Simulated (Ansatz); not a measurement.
`BBB[SeH]` + HBr → `BBBr` + `B[SeH]` at 400 K and 1 bar (cleavage of the B–B bond).

Computed with Ansatz on PBE0-D4/def2-TZVP structures; ΔE is electronic, products minus reactants. CCSD(T)/CBS is the MP2 limit (def2-TZVPP, def2-QZVPP) plus CCSD(T) − MP2 in def2-TZVPP, frozen cores. For Br, Se outer-core shells are correlated without core-valence functions, which leaves a few kJ/mol of doubt a bond. Scalar relativity is left out up to krypton. Each species was taken in one conformer, which may not be the lowest.

```
   species  CCSD(T)/CBS energy (Eh)  H − E (kJ/mol)  S (J/(mol·K))
`BBB[SeH]`              -2478.04994           168.4          368.2
       HBr              -2573.91920            27.6          207.2
    `BBBr`              -2624.69394           107.1          314.0
  `B[SeH]`              -2427.30556            92.7          274.3
```

H − E and S are ideal-gas, rigid-rotor, harmonic terms from PBE0-D4/def2-TZVP, for one conformer and one mirror image of each species. 1 Eh = 2625.50 kJ/mol, R = 8.31446 J/(mol·K).

Question: By hand: ΔE, ΔH, ΔS and ΔG.

Answer: ΔE = (-2624.69394) + (-2427.30556) − (-2478.04994) − (-2573.91920) = -0.03036 Eh = -79.7 kJ/mol. Δ(H − E) = 107.1 + 92.7 − 168.4 − 27.6 = 3.8, so ΔH = -75.9 kJ/mol. ΔS = 314.0 + 274.3 − 368.2 − 207.2 = 12.9 J/(mol·K). ΔG = -75.9 − 400 × (12.9)/1000 = -81.1 kJ/mol.

Question: By hand: the equilibrium constant, and the temperature at which ΔG would vanish if ΔH and ΔS stayed fixed.

Answer: log₁₀ K = −ΔG/(RT ln 10) = 10.6. ΔH and −TΔS have one sign here, so there is no such temperature.

The number of gas molecules stays the same, so ΔS is small and ΔH decides. A doubt of 5 kJ/mol in ΔE shifts log₁₀ K by 0.7 here. Other conformers and mirror images would add mixing entropy, several J/(mol·K) or more a flexible species. These are equilibria of isolated gas molecules and say nothing of rates. Largest T1 diagnostic: 0.014 (customary marks: 0.02 for closed shells, 0.045 for open ones).

ΔS is within the doubt of such terms, so its sign, and with it that verdict, could turn.
